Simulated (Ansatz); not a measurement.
Ansatz (a program for electronic structure) input (B3LYP-D3(BJ)/def2-TZVP):

Ansatz 0.2 input:
```yaml
crystal:
  periodic: [false, false, false]
  atoms:
    - {symbol: C, position_ang: [2.49895923, -0.48462890, 0.23797788]}
    - {symbol: C, position_ang: [1.21162017, -0.06056542, -0.01791662]}
    - {symbol: C, position_ang: [0.73051464, 1.01076584, -0.81124619]}
    - {symbol: C, position_ang: [-0.66882476, 1.01475889, -0.74014322]}
    - {symbol: C, position_ang: [-1.06650080, -0.03104651, 0.08024587]}
    - {symbol: N, position_ang: [0.07115752, -0.66682475, 0.50588719]}
    - {symbol: C, position_ang: [-2.42126403, -0.47841628, 0.49396585]}
    - {symbol: H, position_ang: [2.70168878, -1.33313259, 0.87575097]}
    - {symbol: H, position_ang: [3.33636485, 0.03338665, -0.20232086]}
    - {symbol: H, position_ang: [1.35829715, 1.68983477, -1.36353046]}
    - {symbol: H, position_ang: [-1.34068721, 1.70123152, -1.22921437]}
    - {symbol: H, position_ang: [0.08904967, -1.46513793, 1.11509443]}
    - {symbol: H, position_ang: [-2.62241826, -1.50770960, 0.18015537]}
    - {symbol: H, position_ang: [-3.17921488, 0.16150167, 0.04503878]}
    - {symbol: H, position_ang: [-2.54820934, -0.43740702, 1.58051447]}
basis:
  gaussian:
    orbitals: def2-TZVP
hamiltonian:
  xc: b3lyp
  dispersion: d3bj
magnetization: {spin_polarized: true, initial_magnetization: 1}
phonons: {temperatures: {t_min: 298.15, t_max: 298.15, t_step: 100}}
```

Output:

```
Functional definition: B3LYP
integrals: 0.22 GiB planned
1587 factors; their error is unknown
0.37 GiB of the device are held for the grids
1.64 GiB of device memory are held for the factors and their scratch space
mean field: 1.99 GiB planned
mean field evaluation 1: about -7830.1957 eV, gradient 5.5e1 eV
mean field evaluation 2: about -7824.1664 eV, gradient 6.4e1 eV
mean field evaluation 4: about -7844.2853 eV, gradient 5.0e0 eV
mean field evaluation 8: about -7844.4071 eV, gradient 2.7e-1 eV
mean field evaluation 16: about -7844.3924 eV, gradient 5.8e-4 eV
mean field -7844.39241093 eV, -288.2761039816 hartree, gradient 8.6e-5 eV, S^2 0.770562; 0 other end points of the search recorded, 0 dependent functions left out
the calculation of the forces begins
reference -7844.39271144 eV, -288.2761150249 hartree; 26, 25 occupied and 239, 240 virtual orbitals, 1587 factors
these checks for a lower state are left out or cut short: stability, starts, cluster_reference, orbital_swaps, neighbouring_geometries, increment
integrals: 0.22 GiB planned
1587 factors; their error is unknown
0.37 GiB of the device are held for the grids
1.64 GiB of device memory are held for the factors and their scratch space
mean field: 1.99 GiB planned
mean field -7844.39219258 eV, -288.2760959574 hartree, gradient 2.8e-6 eV, S^2 0.770570; 0 other end points of the search recorded, 0 dependent functions left out
the calculation of the forces begins
reference -7844.39249313 eV, -288.2761070022 hartree; 26, 25 occupied and 239, 240 virtual orbitals, 1587 factors
these checks for a lower state are left out or cut short: stability, starts, cluster_reference, orbital_swaps, neighbouring_geometries, increment
integrals: 0.22 GiB planned
1587 factors; their error is unknown
0.37 GiB of the device are held for the grids
1.64 GiB of device memory are held for the factors and their scratch space
mean field: 1.98 GiB planned
mean field evaluation 32: about -7844.4029 eV, gradient 4.7e-1 eV
mean field -7844.39223498 eV, -288.2760975156 hartree, gradient 2.1e-6 eV, S^2 0.770554; 0 other end points of the search recorded, 0 dependent functions left out
the calculation of the forces begins
reference -7844.39253545 eV, -288.2761085575 hartree; 26, 25 occupied and 239, 240 virtual orbitals, 1587 factors
these checks for a lower state are left out or cut short: stability, starts, cluster_reference, orbital_swaps, neighbouring_geometries, increment
integrals: 0.22 GiB planned
1587 factors; their error is unknown
0.37 GiB of the device are held for the grids
1.64 GiB of device memory are held for the factors and their scratch space
mean field: 1.99 GiB planned
mean field -7844.39235481 eV, -288.2761019193 hartree, gradient 2.1e-6 eV, S^2 0.770579; 0 other end points of the search recorded, 0 dependent functions left out
the calculation of the forces begins
reference -7844.39265530 eV, -288.2761129618 hartree; 26, 25 occupied and 239, 240 virtual orbitals, 1587 factors
these checks for a lower state are left out or cut short: stability, starts, cluster_reference, orbital_swaps, neighbouring_geometries, increment
integrals: 0.22 GiB planned
1587 factors; their error is unknown
0.37 GiB of the device are held for the grids
1.64 GiB of device memory are held for the factors and their scratch space
mean field: 1.99 GiB planned
mean field -7844.39224671 eV, -288.2760979465 hartree, gradient 2.7e-6 eV, S^2 0.770544; 0 other end points of the search recorded, 0 dependent functions left out
[...]
the calculation of the forces begins
reference -7844.39269742 eV, -288.2761145098 hartree; 26, 25 occupied and 239, 240 virtual orbitals, 1587 factors
these checks for a lower state are left out or cut short: stability, starts, cluster_reference, orbital_swaps, neighbouring_geometries, increment
integrals: 0.22 GiB planned
1587 factors; their error is unknown
0.37 GiB of the device are held for the grids
1.64 GiB of device memory are held for the factors and their scratch space
mean field: 1.99 GiB planned
mean field evaluation 384: about -7844.4031 eV, gradient 4.5e-1 eV
mean field -7844.39236187 eV, -288.2761021787 hartree, gradient 3.0e-6 eV, S^2 0.770561; 0 other end points of the search recorded, 0 dependent functions left out
the calculation of the forces begins
reference -7844.39266235 eV, -288.2761132209 hartree; 26, 25 occupied and 239, 240 virtual orbitals, 1587 factors
these checks for a lower state are left out or cut short: stability, starts, cluster_reference, orbital_swaps, neighbouring_geometries, increment
integrals: 0.22 GiB planned
1587 factors; their error is unknown
0.37 GiB of the device are held for the grids
1.64 GiB of device memory are held for the factors and their scratch space
mean field: 1.99 GiB planned
mean field -7844.39242466 eV, -288.2761044863 hartree, gradient 3.0e-6 eV, S^2 0.770563; 0 other end points of the search recorded, 0 dependent functions left out
the calculation of the forces begins
reference -7844.39272520 eV, -288.2761155308 hartree; 26, 25 occupied and 239, 240 virtual orbitals, 1587 factors
these checks for a lower state are left out or cut short: stability, starts, cluster_reference, orbital_swaps, neighbouring_geometries, increment
integrals: 0.22 GiB planned
1587 factors; their error is unknown
0.37 GiB of the device are held for the grids
1.64 GiB of device memory are held for the factors and their scratch space
mean field: 1.99 GiB planned
mean field -7844.39230249 eV, -288.2760999964 hartree, gradient 3.0e-6 eV, S^2 0.770560; 0 other end points of the search recorded, 0 dependent functions left out
the calculation of the forces begins
reference -7844.39260293 eV, -288.2761110373 hartree; 26, 25 occupied and 239, 240 virtual orbitals, 1587 factors
these checks for a lower state are left out or cut short: stability, starts, cluster_reference, orbital_swaps, neighbouring_geometries, increment
integrals: 0.22 GiB planned
1587 factors; their error is unknown
0.37 GiB of the device are held for the grids
1.64 GiB of device memory are held for the factors and their scratch space
mean field: 1.99 GiB planned
mean field -7844.39234094 eV, -288.2761014093 hartree, gradient 3.0e-6 eV, S^2 0.770564; 0 other end points of the search recorded, 0 dependent functions left out
the calculation of the forces begins
reference -7844.39264151 eV, -288.2761124551 hartree; 26, 25 occupied and 239, 240 virtual orbitals, 1587 factors
these checks for a lower state are left out or cut short: stability, starts, cluster_reference, orbital_swaps, neighbouring_geometries, increment
integrals: 0.22 GiB planned
1587 factors; their error is unknown
0.37 GiB of the device are held for the grids
1.64 GiB of device memory are held for the factors and their scratch space
mean field: 1.99 GiB planned
mean field evaluation 416: about -7844.3924 eV, gradient 6.3e-3 eV
mean field -7844.39239239 eV, -288.2761033001 hartree, gradient 3.0e-6 eV, S^2 0.770562; 0 other end points of the search recorded, 0 dependent functions left out
the calculation of the forces begins
reference -7844.39269289 eV, -288.2761143433 hartree; 26, 25 occupied and 239, 240 virtual orbitals, 1587 factors
these checks for a lower state are left out or cut short: stability, starts, cluster_reference, orbital_swaps, neighbouring_geometries, increment
integrals: 0.22 GiB planned
1587 factors; their error is unknown
0.37 GiB of the device are held for the grids
1.64 GiB of device memory are held for the factors and their scratch space
mean field: 1.99 GiB planned
mean field -7844.39238699 eV, -288.2761031017 hartree, gradient 3.1e-6 eV, S^2 0.770562; 0 other end points of the search recorded, 0 dependent functions left out
the calculation of the forces begins
reference -7844.39268750 eV, -288.2761141453 hartree; 26, 25 occupied and 239, 240 virtual orbitals, 1587 factors
these checks for a lower state are left out or cut short: stability, starts, cluster_reference, orbital_swaps, neighbouring_geometries, increment
integrals: 0.22 GiB planned
1587 factors; their error is unknown
0.37 GiB of the device are held for the grids
1.64 GiB of device memory are held for the factors and their scratch space
mean field: 1.99 GiB planned
mean field -7844.39234404 eV, -288.2761015232 hartree, gradient 3.0e-6 eV, S^2 0.770562; 0 other end points of the search recorded, 0 dependent functions left out
the calculation of the forces begins
reference -7844.39264456 eV, -288.2761125673 hartree; 26, 25 occupied and 239, 240 virtual orbitals, 1587 factors
these checks for a lower state are left out or cut short: stability, starts, cluster_reference, orbital_swaps, neighbouring_geometries, increment
integrals: 0.22 GiB planned
1587 factors; their error is unknown
0.37 GiB of the device are held for the grids
1.64 GiB of device memory are held for the factors and their scratch space
mean field: 1.99 GiB planned
mean field -7844.39235490 eV, -288.2761019225 hartree, gradient 3.0e-6 eV, S^2 0.770562; 0 other end points of the search recorded, 0 dependent functions left out
the calculation of the forces begins
reference -7844.39265538 eV, -288.2761129650 hartree; 26, 25 occupied and 239, 240 virtual orbitals, 1587 factors
these checks for a lower state are left out or cut short: stability, starts, cluster_reference, orbital_swaps, neighbouring_geometries, increment
integrals: 0.22 GiB planned
1587 factors; their error is unknown
0.37 GiB of the device are held for the grids
1.65 GiB of device memory are held for the factors and their scratch space
mean field: 1.99 GiB planned
mean field evaluation 448: about -7844.3924 eV, gradient 3.0e-6 eV
mean field -7844.39235169 eV, -288.2761018046 hartree, gradient 3.0e-6 eV, S^2 0.770561; 0 other end points of the search recorded, 0 dependent functions left out
the calculation of the forces begins
reference -7844.39265217 eV, -288.2761128469 hartree; 26, 25 occupied and 239, 240 virtual orbitals, 1587 factors
these checks for a lower state are left out or cut short: stability, starts, cluster_reference, orbital_swaps, neighbouring_geometries, increment
integrals: 0.22 GiB planned
1587 factors; their error is unknown
0.38 GiB of the device are held for the grids
1.64 GiB of device memory are held for the factors and their scratch space
mean field: 1.99 GiB planned
mean field -7844.39239814 eV, -288.2761035116 hartree, gradient 3.0e-6 eV, S^2 0.770563; 0 other end points of the search recorded, 0 dependent functions left out
the calculation of the forces begins
reference -7844.39269867 eV, -288.2761145559 hartree; 26, 25 occupied and 239, 240 virtual orbitals, 1587 factors
Total energy: -7844.99977892 eV, -288.2984243435 hartree
Atom 0 at     2.498959    -0.484629     0.237978 Å, force    -0.000236     0.000170    -0.000118 eV/Å
Atom 1 at     1.211620    -0.060565    -0.017917 Å, force     0.000096    -0.000290     0.000216 eV/Å
Atom 2 at     0.730515     1.010766    -0.811246 Å, force    -0.000187     0.000192    -0.000137 eV/Å
Atom 3 at    -0.668825     1.014759    -0.740143 Å, force    -0.000299    -0.000184     0.000156 eV/Å
Atom 4 at    -1.066501    -0.031047     0.080246 Å, force     0.000895    -0.000085     0.000017 eV/Å
Atom 5 at     0.071158    -0.666825     0.505887 Å, force    -0.000487     0.000176    -0.000109 eV/Å
Atom 6 at    -2.421264    -0.478416     0.493966 Å, force    -0.000728    -0.000171     0.000169 eV/Å
Atom 7 at     2.701689    -1.333133     0.875751 Å, force    -0.000060     0.000021    -0.000013 eV/Å
Atom 8 at     3.336365     0.033387    -0.202321 Å, force     0.000082    -0.000178     0.000131 eV/Å
Atom 9 at     1.358297     1.689835    -1.363530 Å, force    -0.000093     0.000005     0.000001 eV/Å
Atom 10 at    -1.340687     1.701232    -1.229214 Å, force     0.000265     0.000118    -0.000104 eV/Å
Atom 11 at     0.089050    -1.465138     1.115094 Å, force     0.000267     0.000144    -0.000124 eV/Å
Atom 12 at    -2.622418    -1.507710     0.180155 Å, force     0.000128     0.000203     0.000045 eV/Å
Atom 13 at    -3.179215     0.161502     0.045039 Å, force     0.000245    -0.000127     0.000084 eV/Å
Atom 14 at    -2.548209    -0.437407     1.580514 Å, force     0.000114     0.000004    -0.000215 eV/Å
Dipole moment:    -0.295375    -0.230294     0.191668 e Å
Vibrations: 111.77 171.39 270.05 289.33 372.33 406.16 521.46 617.77 621.81 632.72 675.62 722.67 748.81 839.95 952.56 974.75 997.87 1020.67 1053.00 1056.59 1231.37 1278.07 1336.38 1384.67 1419.20 1435.35 1443.12 1477.58 1501.77 1525.74 1588.43 3009.37 3044.51 3118.71 3166.85 3235.58 3252.22 3261.36 3653.65 cm⁻¹, zero-point energy 3.373685 eV
```

It need not be the lowest isomer of its formula.
